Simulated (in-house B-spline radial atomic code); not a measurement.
The numbers below are computed, except where a source is named.
Building a PAW p channel for Rb, r_c = 1.47 bohr

Rb, [Kr] 5s1, non-relativistic PBE, spherical and spin-unpolarised, from an all-electron radial atomic-structure program (B-spline basis) (atomic units; all potentials screened as in the neutral atom).

Two all-electron partial waves φ1, φ2 are integrated outwards at E1 = ε(4p) = -0.589612 and E2 = E1 + 2 hartree; φ1 is the bound orbital and φ2 has unit norm inside r_c = 1.466 bohr. Smooth partners are polynomials, r^2(a0 + a1 r² + a2 r⁴ + a3 r⁶), matched to φ and three derivatives at r_c, with no condition on the norm. The local potential is -11.9574 + (12.0409) r² + (-5.37666) r⁴ + (0.91218) r⁶ inside 1.2002 bohr and the all-electron one outside.

| wave | φ(r_c) | φ'(r_c) | a0 | a1 | a2 | a3 |
| --- | --- | --- | --- | --- | --- | --- |
| 1 | 0.8422075 | -0.04629883 | 1.020772 | -0.3959077 | 0.04822213 | -7.639706e-05 |
| 2 | 0.6553848 | -2.852468 | 2.9526 | -2.020677 | 0.4373999 | -0.03276231 |

Inside r_c the overlaps are <φi φj> = [[0.38027, 0.59301], [0.59301, 1.00000]] and, for the smooth waves, [[0.40965, 0.67736], [0.67736, 1.22680]]. With χj = (Ej − T − V_local) applied to smooth wave j, the program's quadrature gives the matrix B_ij = <smooth i, χj> as [[0.59198, 1.46572], [1.29702, 3.27432]].

**Question.** Check the match of the first wave, and find the augmentation charges q_ij.

**Answer.** At r_c the four terms are 2.19380, -1.82865, 0.47869, -0.00163, which sum to 0.8422, φ1(r_c) to rounding. q_ij is the all-electron overlap less the smooth one: [[-0.02938, -0.08435], [-0.08435, -0.22680]]. The smooth first wave has a norm of 0.4097 inside r_c against 0.3803, so q11 is negative and must stay small enough for the overlap operator to be positive.

**Question.** B isn't symmetric. Show that D_ij = B_ij + Ej q_ij is.

**Answer.** Integrating by parts gives B12 − B21 = (E1 − E2) q12: 1.46572 − (1.29702) = 0.16870, and −2 × (-0.08435) = 0.16870. So D12 = 1.46572 + (1.410388)(-0.08435) = 1.34675 and D21 = 1.29702 + (-0.589612)(-0.08435) = 1.34675; D11 = 0.60930, D22 = 2.95444. The projectors, p = (B⁻¹)ᵀ χ, are dual to the smooth waves; det B = 0.037, small beside B11 B22, as the two smooth waves look alike inside r_c.

Solving (T + V_local + Σ p D p) ψ = E (1 + Σ p q p) ψ in a sphere of 9 bohr gives these levels:

```json
{"all-electron": "-0.589612", "one projector": "-0.589612", "two projectors": "-0.589612"}
{"all-electron": "0.010180", "one projector": "0.009842", "two projectors": "0.010177"}
{"all-electron": "0.294036", "one projector": "0.292397", "two projectors": "0.294025"}
{"all-electron": "0.735153", "one projector": "0.729321", "two projectors": "0.735140"}
{"all-electron": "1.330220", "one projector": "1.312470", "two projectors": "1.330220"}
```

**Question.** What does the second projector gain?

**Answer.** With one projector the errors are 0.00, -0.34, -1.64, -5.83, -17.75 millihartree. With two the errors are 0.00, 0.00, -0.01, -0.01, 0.00 millihartree. The scattering is exact at E1 and at E2 = 1.410, and over all levels compared the largest error is 0.013 millihartree. The lowest eigenvalue of the overlap operator is 0.8323 with one and 0.4336 with two projectors. The smooth orbital alone needs a cutoff of 10.8 hartree for 1 millihartree of kinetic energy, against 17.1 for a norm-conserving Troullier-Martins orbital of the same radius; part of the gain comes from giving up the norm, part from the simpler form.
